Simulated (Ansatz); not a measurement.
System: sum formula YOF, charge -1, multiplicity 2. The spin state was set by rule; other spins were not relaxed. SMILES of the parent species: [O]=[Y][F]
Geometry from a B3LYP-D3(BJ)/def2-TZVP (Ansatz, a quantum-chemistry and plane-wave program) optimisation:
```xyz
3

Y      0.1401    -0.1206     0.2742
O      1.3060    -0.1378    -1.1870
F     -1.7679     0.6449    -0.1331
```
Charge -1, spin multiplicity 2.

Parts of the frozen-core correlation energy in def2-TZVPP (Ansatz, hartree). Frozen orbitals: 6; correlated occupied orbitals by spin: 9 and 8; virtual: 103 and 104. UHF or UKS for open shells. Spin-orbit coupling is left out. In def2 rows, elements after Kr have scalar-relativistic effective core potentials.

```tsv
term	value
reference (HF)	-212.38280
MP2 opposite-spin	-0.42563
MP2 same-spin	-0.15993
CCSD correlation	-0.56680
(T)	-0.02469
T1 diagnostic	0.024
largest doubles amplitude	0.024
<S^2> of the reference	0.752
```
